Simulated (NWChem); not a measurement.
A series in which one site is exchanged, each optimised at PBE0/def2-SVP with NWChem, gas phase unless a solvent is named. All stand in one matching conformer (torsions within 35°), which need not be the lowest. This build's default masses of Se (78.918 u) and Br (79.917 u) are each other's, which moves their modes by up to 0.6 %. Some are not confirmed as minima by frequencies. def2 effective core potentials on I; no spin-orbit coupling.

A: [Cl][Zn][SeH] (ZnHSeCl; site = Cl)
B: [SeH][Zn][I] (ZnHSeI; site = I)
C: [ZnH][SeH] (ZnH2Se; site = H)
D: [F][Zn][SeH] (ZnHSeF; site = F)

Values for A:

- dipole (D), PBE0/def2-SVP = 1.26
- vertical ionisation energy, ΔSCF, CAM-B3LYP/def2-SVP (eV) = 9.56
- static polarisability, CAM-B3LYP/def2-SVPD (bohr³) = 67.2
- lowest singlet excitation, CAM-B3LYP/def2-SVPD, TDA (eV) = 4.67

How do these values change for the other members?


| change from A | B | C | D |
|---|---|---|---|
| dipole (D), PBE0/def2-SVP | -0.37 | +0.02 | +0.18 |
| vertical ionisation energy, ΔSCF, CAM-B3LYP/def2-SVP (eV) | -0.23 | -0.38 | +0.14 |
| static polarisability, CAM-B3LYP/def2-SVPD (bohr³) | +24.9 | -10.6 | -16.3 |
| lowest singlet excitation, CAM-B3LYP/def2-SVPD, TDA (eV) | -0.13 | +0.26 | -0.04 |
